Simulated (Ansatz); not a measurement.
Reaction (substitution at a C–Al bond): `F[CH2][AlH][Br]` + H₂Te → `FC[TeH]` + `[AlH2][Br]`

Gas-phase electronic energies from Ansatz, PBE0-D4/def2-TZVP geometries. CBS: MP2 limit from def2 TZ/QZ plus the TZ coupled-cluster correction, frozen cores. DFT in def2-TZVPP. B3LYP here is the variant with VWN-RPA as its local correlation; programs differ in this. Elements past krypton have def2 core potentials. For Br, Te outer-core shells are correlated without core-valence functions, which leaves a few kJ/mol of doubt a bond. Scalar relativity is left out up to krypton. One conformer a species, not always the lowest.

```
         level  ΔE (kJ/mol)
   LDA (SPW92)         18.3
      B3LYP-D4         17.7
       ωB97X-V         18.4
       ωB97M-V         20.4
          PBE0         18.1
 HF/def2-TZVPP         19.7
MP2/def2-TZVPP         13.1
MP2/def2-QZVPP         11.1
```

(1) What does CCSD(T)/CBS give? (Best estimate.)

Largest T1 diagnostic among the species: 0.011.

## Answers

(1) Computed: +13.7 kJ/mol. The listed levels differ from it by 4.6, 4.0, 4.7, 6.7, 4.4, 6.0, -0.6, -2.6 kJ/mol.

At CCSD(T), def2-SVP lies +10.8 kJ/mol from the extrapolated value and def2-TZVPP +3.1 kJ/mol. From BLYP to BHLYP (50 % exact exchange), in def2-TZVPP and without D4, ΔE moves by +4.1 kJ/mol. Leaving LDA and LC-ωPBE aside and taking each functional with its dispersion term where it has one, the values, not all of them listed here, spread over 7.8 kJ/mol, from revPBE-D4 to CAM-B3LYP-D4.
